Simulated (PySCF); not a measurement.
Two-photon absorption: SMILES C#Cc1cc[o+]c(B(F)F)c1, [C7H4BF2O]+, charge +1

Cartesian coordinates in Å; atom numbers follow the order of the lines, from 1:
```xyz
15

C     3.0287   -1.8412   -0.1319
C     2.0857   -1.0913   -0.0914
C     0.9913   -0.2194   -0.0454
C     1.1651    1.1793   -0.0583
C     0.0454    1.9711   -0.0114
O    -1.1694    1.4834    0.0451
C    -1.3881    0.1716    0.0598
B    -2.9176   -0.3045    0.1326
F    -3.1890   -1.5743    0.1484
F    -3.8880    0.5503    0.1770
C    -0.3299   -0.7126    0.0150
H     3.8524   -2.4977   -0.1676
H     2.1514    1.6141   -0.1032
H     0.0775    3.0545   -0.0177
H    -0.5198   -1.7752    0.0269
```

Total charge +1.

Method: TDDFT BHandHLYP/def2-SVPD excited states, vertical, gas phase in PySCF. Geometry: GFN2-xTB.

(1) How strongly do the lowest singlets absorb one photon, and two photons of half the energy?

Answers

(1) δ for parallel linear polarisation; σ at the peak of a Lorentzian of half width 0.1 eV, single beam; Ω is circular over linear.
| state | E (eV) | f | photon λ (nm) | δ (au) | σ (GM) | Ω | main |
| --- | --- | --- | --- | --- | --- | --- | --- |
| S1 | 3.83 | 0.000 | 648 | <0.1 | 0.00 | – | HOMO−1→LUMO 0.93 |
| S2 | 4.51 | 0.345 | 549 | 558 | 4.16 | 0.92 | HOMO→LUMO 0.93 |
| S3 | 5.04 | 0.160 | 492 | 36.1 | 0.34 | 1.50 | HOMO−2→LUMO 0.91 |
| S4 | 6.17 | 0.077 | 402 | 69.3 | 0.97 | 1.11 | HOMO→LUMO+1 0.90 |
| S5 | 6.28 | 0.003 | 395 | 1.26 | 0.02 | 1.50 | HOMO−4→LUMO 0.79, HOMO−1→LUMO+1 0.11 |

Among these, the strongest one-photon state is S2, the strongest two-photon state S2.
